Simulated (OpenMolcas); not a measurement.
# Ionisation energies of arsenic

```
Program             : OpenMolcas 26.06
Basis               : ANO-RCC [9s8p6d4f2g]
Scalar Hamiltonian  : DKH2, point nucleus
Spin-orbit coupling : state interaction with AMFI integrals over the reference wave functions, term energies averaged over their components
```

Active shells in each charge state: the valence s, p shells, with orbitals averaged over the low states. Where CASPT2's correlated closed shells are named, they are those of the first ion.

A. CASSCF
B. SS-CASPT2, IPEA 0.25 Eh, imaginary shift 0.1 Eh (closed shells correlated: 3s 3p 3d)

Energies in eV between the lowest computed levels (charge -1 gives the electron affinity), named as in B; reference values from the NIST Atomic Spectra Database with their kind.

```csv
From,To,A,B,Spin-orbit share in B,Reference
As- 4s2 4p4 3P2,As 4s2 4p3 4S* 3/2,-0.419,0.595,+0.059,
As 4s2 4p3 4S* 3/2,As+ 4s2 4p2 3P0,9.018,9.770,-0.198,9.789 (measured)
As+ 4s2 4p2 3P0,As2+ 4s2 4p 2P* 1/2,17.637,18.479,-0.013,18.589 (measured)
As2+ 4s2 4p 2P* 1/2,As3+ 4s2 1S0,27.133,28.186,+0.221,28.349 (measured)
As3+ 4s2 1S0,As4+ 4s 2S 1/2,48.924,49.574,+0.000,50.150 (measured)
As4+ 4s 2S 1/2,As5+ 3d10 1S0,61.680,62.490,+0.000,62.770 (measured)
```

Error against the reference values, in %:

| From | Reference | A | B |
| --- | --- | --- | --- |
| As | measured | -7.9 | -0.2 |
| As+ | measured | -5.1 | -0.6 |
| As2+ | measured | -4.3 | -0.6 |
| As3+ | measured | -2.4 | -1.1 |
| As4+ | measured | -1.7 | -0.4 |

Mean absolute error over the 5 measured values: A 1.05 eV, B 0.23 eV. B lies closest.

No diffuse functions were added, so the electron affinity comes out too small, and without dynamic correlation a bound anion can come out unbound.

* marks odd parity.
